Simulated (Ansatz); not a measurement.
Consider the redistribution: `C[SiH2][SiH2]Br` + `[SiH3]C1CC1` → `C[SiH2]C1CC1` + `[SiH3][SiH2]Br`.

Gas-phase electronic energies from Ansatz, PBE0-D4/def2-TZVP geometries. CCSD(T)/CBS is the MP2 limit (def2-TZVPP, def2-QZVPP) plus CCSD(T) − MP2 in def2-TZVPP, frozen cores. DFT in def2-TZVPP. B3LYP here is the variant with VWN-RPA as its local correlation; programs differ in this. For Br outer-core shells are correlated without core-valence functions, which leaves a few kJ/mol of doubt a bond. Scalar relativity is left out up to krypton. One conformer a species, not always the lowest.

```tsv
level	ΔE (eV)
ωB97X-V	-0.01
B3LYP	-0.01
```

(1) What does CCSD(T)/CBS give? (An estimate is asked.)

Largest T1 diagnostic among the species: 0.010.

Results:

(1) The calculation gave: -0.01 eV. The listed levels differ from it by 0.00, 0.00 eV.
